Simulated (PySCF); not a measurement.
UHF on Tl²⁺ (thallium, charge +2)

Configuration: [Xe] 4f14 5d10 6s1, 2S determinant. Computed with PySCF 2.14 in cc-pVTZ-PP with ECP60MDF (5s4p3d1f, 39 functions), with scalar relativity through the core potential.

```
Total energy             : -170.656135 hartree
One-electron energy      : -288.1218 hartree
Hartree (Coulomb) energy : 131.0738 hartree
Exchange energy          : -13.6082 hartree
⟨S²⟩                     : 0.7512
⟨L²⟩                     : 0.000
Sum of ⟨r⟩               : 24.10 bohr
Sum of ⟨r²⟩              : 36.46 bohr²
Time after the integrals : 0.18 s of wall time on 1 thread of Neoverse-N1 (shared host)
```

```json
{"shell": "5s α", "electrons": "1", "mean orbital energy (eV)": "-171.31", "rms radius, mean of both spins (bohr)": "0.952"}
{"shell": "5s β", "electrons": "1", "mean orbital energy (eV)": "-170.98", "rms radius, mean of both spins (bohr)": "0.952"}
{"shell": "5p α", "electrons": "3", "mean orbital energy (eV)": "-112.13", "rms radius, mean of both spins (bohr)": "1.09"}
{"shell": "5p β", "electrons": "3", "mean orbital energy (eV)": "-112.01", "rms radius, mean of both spins (bohr)": "1.09"}
{"shell": "5d α", "electrons": "5", "mean orbital energy (eV)": "-40.629", "rms radius, mean of both spins (bohr)": "1.46"}
{"shell": "5d β", "electrons": "5", "mean orbital energy (eV)": "-40.222", "rms radius, mean of both spins (bohr)": "1.46"}
{"shell": "6s α", "electrons": "1", "mean orbital energy (eV)": "-28.410", "rms radius, mean of both spins (bohr)": "2.49"}
```

Energies and moments cover only the electrons outside the core potential. Spin-orbit coupling, which splits the p, d and f shells strongly at this Z, is absent.
